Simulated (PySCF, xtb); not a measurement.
BH₃S₃, SMILES SB(S)S. One conformer was computed; it need not be the lowest.

Harmonic wavenumbers (cm⁻¹) from GFN2-xTB (xtb) at its own minimum, in rising order: 193, 215, 251, 301, 338, 341, 428, 720, 736, 781, 930, 930, 2418, 2429, 2444.

Problem. What does PySCF with PBE0-D3(BJ)/def2-SVP give at its own minimum? (An estimate is asked for; the answer gives what the named calculation found.)

Solution. 66, 213, 234, 321, 370, 416, 449, 763, 793, 803, 1023, 1063, 2715, 2720, 2729. Paired by order, the mean absolute difference is 101 cm⁻¹ and the zero-point energies are 19.2 and 21.0 kcal/mol.
